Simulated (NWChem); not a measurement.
Species: TiOF₂; SMILES [Ti]([F])(=[O])[F]

Computed with NWChem. Geometry: optimised at PBE0/def2-SVP. Total energies compare along this basis series because the functional is fixed.

```
level             basis functions  energy (Ha)  highest occupied level (eV)  orbital gap (eV)  dipole (D)  relative time
----------------  ---------------  -----------  ---------------------------  ----------------  ----------  -------------
TPSS/pcseg-1                   73   -1124.4810                        -8.23              3.94        2.27              9
TPSS/aug-pcseg-1              116   -1124.5036                        -8.21              3.96        2.19             20
TPSS/pcseg-2                  146   -1124.7674                        -8.14              3.96        2.26             50
TPSS/STO-3G                    33   -1111.9857                        -2.42              2.43        2.57              1
TPSS/def2-SVP                  73   -1124.3027                        -7.78              3.91        2.20              5
```

Relative times are rough (shared machine, one core).
